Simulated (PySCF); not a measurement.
**Substituent effects on chemical shifts**

Parent skeleton `[CH3:1][C:2](=[O:3])[CH:4]1[CH2:5][CH:6]1[SiH3:7]`; one hydrogen on atom 6 is replaced by X. Hydrogens on one atom are averaged.

Level of theory: NMR shieldings at PBE0/pcSseg-1/GIAO, structure optimised with GFN2-xTB, in PySCF 2.14.0 with density-fitted response routines (one conformer, averaged over atoms made equivalent by symmetry, fast rotation or ring inversion, relativity neglected, no solvent).

Referencing at the same level of theory: 13C (σ = 186.93 ppm) and 29Si (σ = 349.16 ppm) and 1H (σ = 31.72 ppm) vs TMS; 17O (σ = 336.08 ppm) against H2O.

Known members:
```json
{"X": "CHO", "C1": "32.8", "C2": "217.1", "O3": "604.7", "C4": "37.8", "C5": "35.5", "C6": "28.5", "Si7": "-66.4", "H(C1)": "2.46", "H(C4)": "2.86"}
```

Four more derivatives gave (δ, ppm):
| compound | C1 | C2 | O3 | C4 | C5 | C6 | Si7 | H(C1) | H(C4) |
| --- | --- | --- | --- | --- | --- | --- | --- | --- | --- |
| 1 | 32.5 | 218.4 | 607.2 | 24.9 | 26.4 | 41.9 | -77.1 | 2.53 | 2.61 |
| 2 | 35.5 | 206.2 | 650.5 | 32.7 | 25.1 | 10.8 | -54.4 | 2.31 | 1.88 |
| 3 | 30.0 | 218.8 | 590.4 | 31.1 | 32.8 | 22.8 | -59.7 | 2.26 | 1.31 |
| 4 | 33.0 | 219.2 | 592.1 | 29.8 | 25.5 | 21.9 | -64.5 | 2.41 | 2.89 |

Question: Their substituents are CH2NH2, SOCH3, cPr, propynyl. Which is which?

Answer: 1: X = SOCH3 (CC(=O)[C@@H]1C[C@@]1([SiH3])[S@](C)=O); 2: X = propynyl (CC#C[C@@]1([SiH3])C[C@H]1C(C)=O); 3: X = cPr (CC(=O)[C@@H]1C[C@@]1([SiH3])C1CC1); 4: X = CH2NH2 (CC(=O)[C@@H]1C[C@@]1([SiH3])CN).

Unscaled 17O shifts of doubly bonded oxygen tend to come out too high, by tens of ppm or more. Experimental scales use liquid or dissolved standards, which lie at an offset from isolated H2O (liquid H2O: subtract about 36 ppm).
